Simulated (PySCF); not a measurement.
**Substituent effects on chemical shifts**

Parent skeleton `[CH2:1]1[CH2:2][S:3][SiH2:4][S:5]1`; one hydrogen on atom 4 is replaced by X. Hydrogens on one atom are averaged.

Theory: GFN2-xTB structure, shielding tensors at PBE0/pcSseg-1 (GIAO), in PySCF 2.14 (no relativistic terms, no solvent model, equivalent nuclei averaged, single conformer).

δ = σ(ref) − σ, references computed at the same level: TMS for $^{13}$C and $^{29}$Si and $^{1}$H; $^{33}$S vs CS2.

Parent (X = H): C1/C2 42.1, S3/S5 -138.5, Si4 -1.0, H(C1)/H(C2) 2.88, H(Si4) 5.46 ppm. Effects are Δδ = δ(X) − δ(H), positive for deshielding.

(1) Give Δδ (ppm) for X = N=CH2, C(S)CH3, COCF3, OCHO, CN, CH2OCH3, tBu.

(2) Which position responds most, and to which substituents?

Answers

(1) 
```tsv
X	SMILES	C1/C2	S3/S5	Si4	H(C1)/H(C2)	H(Si4)
N=CH2	C=N[SiH]1SCCS1	+0.3	+54.6	+11.5	+0.15	+0.87
C(S)CH3	CC(=S)[SiH]1SCCS1	-0.3	+39.8	-0.2	+0.16	+0.15
COCF3	O=C([SiH]1SCCS1)C(F)(F)F	+0.4	+31.6	+1.7	+0.18	-0.20
OCHO	O=CO[SiH]1SCCS1	-1.4	+33.8	+22.9	+0.08	+1.30
CN	N#C[SiH]1SCCS1	+0.3	+34.6	-7.6	+0.12	+0.13
CH2OCH3	COC[SiH]1SCCS1	-0.4	+19.1	+32.3	-0.03	+0.18
tBu	CC(C)(C)[SiH]1SCCS1	-0.6	+7.3	+40.1	+0.00	+0.11
```

(2) Si4: from -7.6 ppm with CN to +40.1 ppm with tBu.
